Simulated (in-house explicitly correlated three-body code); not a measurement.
Computed with an exponentially correlated three-body code. Model: two electrons around a point charge, non-relativistic, variational in 260 exponentially correlated functions (energies converged to about 1e-7 hartree, or 1e-8 relative for large Z).

Command:
```bash
python run_hyl.py task.json out
```
Settings (lengths in bohr, energies in hartree):
```
Z                      6
screening              4.2
interaction_strength   1
functions              260
states_tried           1
```

Time taken, with all properties: 20 s on 1 thread of Arm Neoverse N1, on a shared host.

**Ground state only, binding against the one-electron ion.**

Given: nuclear charge 6; Yukawa screening of all interactions 4.2 1/bohr.

Computed: one-electron threshold -2.58600801 hartree.

| term | energy (hartree) | binding (eV) |
| --- | --- | --- |
| 1 1S | -4.45623158 | 50.891 |

**Converged states only, values per electron or pair (inverse distances are <exp(-kr)/r>).**

```
term  mean r (bohr)  mean r squared (bohr²)  mean inverse r (1/bohr)  mean r12 (bohr)  mean inverse r12 (1/bohr)  mean cosine  mean p1 dot p2 (bohr⁻²)  delta r1 (bohr⁻³)  delta r12 (bohr⁻³)
1 1S        0.40417                 0.24245                   1.9332          0.60858                    0.63619    -0.013997                  0.23046             34.006              2.3968
```
